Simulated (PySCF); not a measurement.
C₂H₇O, charge +1, singlet, geometry from GFN2-xTB; WB97X/6-31G** run with PySCF.

Input for PySCF:
```python
from pyscf import gto, scf, dft

mol = gto.M(
    atom='''
C     1.22900215   -0.37604417   -0.00661468
C     0.08246987    0.60103209   -0.00155391
O    -1.18718715   -0.17976873   -0.07214047
H    -1.97465717    0.38511414    0.07508639
H     0.07674269    1.22024625    0.89741563
H     0.08228151    1.22946963   -0.89318817
H     2.16469576    0.17583635   -0.02936964
H     1.23247722   -0.99483360    0.88818561
H     1.19569027   -1.01022081   -0.88852026
H    -1.14856530   -0.91738972    0.57652583
''',
    basis='6-31g**',
    charge=1,
    verbose=4,
)

mf = dft.RKS(mol)
mf.xc = 'wb97x'
mf.kernel()
```

Output, abridged:

```
PySCF version 2.14.0

[INPUT] verbose = 4
[INPUT] num. atoms = 10
[INPUT] num. electrons = 26
[INPUT] charge = 1
[INPUT] spin (= nelec alpha-beta = 2S) = 0
[INPUT] symmetry False subgroup None
[INPUT] Mole.unit = angstrom
[INPUT] Symbol           X                Y                Z      unit          X                Y                Z       unit  Magmom
[INPUT]  1 C      1.229002150000  -0.376044170000  -0.006614680000 AA    2.322477470002  -0.710620492039  -0.012499933602 Bohr   0.0
[INPUT]  2 C      0.082469870000   0.601032090000  -0.001553910000 AA    0.155845467828   1.135786042175  -0.002936464322 Bohr   0.0
[INPUT]  3 O     -1.187187150000  -0.179768730000  -0.072140470000 AA   -2.243458572103  -0.339713665461  -0.136325730797 Bohr   0.0
[INPUT]  4 H     -1.974657170000   0.385114140000   0.075086390000 AA   -3.731561241209   0.727760251297   0.141892712782 Bohr   0.0
[INPUT]  5 H      0.076742690000   1.220246250000   0.897415630000 AA    0.145022666162   2.305931217028   1.695869760604 Bohr   0.0
[INPUT]  6 H      0.082281510000   1.229469630000  -0.893188170000 AA    0.155489519016   2.323360879170  -1.687881019001 Bohr   0.0
[INPUT]  7 H      2.164695760000   0.175836350000  -0.029369640000 AA    4.090682129407   0.332282544243  -0.055500575977 Bohr   0.0
[INPUT]  8 H      1.232477220000  -0.994833600000   0.888185610000 AA    2.329044400565  -1.879963043515   1.678427550680 Bohr   0.0
[INPUT]  9 H      1.195690270000  -1.010220810000  -0.888520260000 AA    2.259527140107  -1.909040656236  -1.679059947527 Bohr   0.0
[INPUT] 10 H     -1.148565300000  -0.917389720000   0.576525830000 AA   -2.170473853179  -1.733615320291   1.089475922438 Bohr   0.0

nuclear repulsion = 89.0308104695368
number of shells = 39
number of NR pGTOs = 130
number of NR cGTOs = 77
basis = 6-31g**
ecp = {}

******** <class 'pyscf.dft.rks.RKS'> ********
method = RKS
initial guess = minao
damping factor = 0
level_shift factor = 0
DIIS = <class 'pyscf.scf.diis.CDIIS'>
diis_start_cycle = 1
diis_space = 8
diis_damp = 0
SCF conv_tol = 1e-09
SCF conv_tol_grad = None
SCF max_cycles = 50
direct_scf = True
direct_scf_tol = 1e-13
XC library pyscf.dft.libxc version 7.1.2
    S. Lehtola, C. Steigemann, M. J. T. Oliveira, and M. A. L. Marques,  SoftwareX 7, 1–5 (2018)
XC functionals = wb97x
    J.-D. Chai and M. Head-Gordon,  J. Chem. Phys. 128, 084106 (2008)
radial grids:
    Treutler-Ahlrichs [JCP 102, 346 (1995); DOI:10.1063/1.469408] (M4) radial grids

becke partition: Becke, JCP 88, 2547 (1988); DOI:10.1063/1.454033
pruning grids: <function nwchem_prune>
grids dens level: 3
symmetrized grids: False
atomic radii adjust function: <function treutler_atomic_radii_adjust>
small_rho_cutoff = 0
Set gradient conv threshold to 3.16228e-05
Initial guess from minao.
tot grids = 110976
init E= -155.848529151512
  HOMO = -0.378589539748694  LUMO = 0.0353882856745553  gap/eV = 11.26491
cycle= 1 E= -155.276536543895  delta_E= 0.572  |g|= 0.368  |ddm|= 2.42
  HOMO = -0.669085204591367  LUMO = -0.138504334410135  gap/eV = 14.43784
cycle= 2 E= -155.305759790819  delta_E= -0.0292  |g|= 0.195  |ddm|= 0.506
  HOMO = -0.664537648497373  LUMO = -0.118960427459266  gap/eV = 14.84591
cycle= 3 E= -155.313086439634  delta_E= -0.00733  |g|= 0.0538  |ddm|= 0.143
  HOMO = -0.663465950452064  LUMO = -0.107365032809394  gap/eV = 15.13228
cycle= 4 E= -155.313635158271  delta_E= -0.000549  |g|= 0.0167  |ddm|= 0.0461
  HOMO = -0.663293261241016  LUMO = -0.108428938538255  gap/eV = 15.09863
cycle= 5 E= -155.313688047839  delta_E= -5.29e-05  |g|= 0.00403  |ddm|= 0.0152
  HOMO = -0.663005601668966  LUMO = -0.10807074128957  gap/eV = 15.10055
cycle= 6 E= -155.313692083852  delta_E= -4.04e-06  |g|= 0.000585  |ddm|= 0.00449
  HOMO = -0.662951317837215  LUMO = -0.108085119792368  gap/eV = 15.09868
cycle= 7 E= -155.313692225763  delta_E= -1.42e-07  |g|= 9.67e-05  |ddm|= 0.00136
  HOMO = -0.662962136123707  LUMO = -0.1080826520148  gap/eV = 15.09904
cycle= 8 E= -155.313692231063  delta_E= -5.3e-09  |g|= 2.83e-05  |ddm|= 0.000254
  HOMO = -0.662955858060719  LUMO = -0.108079658491111  gap/eV = 15.09895
cycle= 9 E= -155.313692231399  delta_E= -3.36e-10  |g|= 9.38e-06  |ddm|= 5.82e-05
  HOMO = -0.662958589643265  LUMO = -0.108080438069622  gap/eV = 15.09900
Extra cycle  E= -155.313692231419  delta_E= -2.01e-11  |g|= 5.64e-06  |ddm|= 1.21e-05
converged SCF energy = -155.313692231419
```
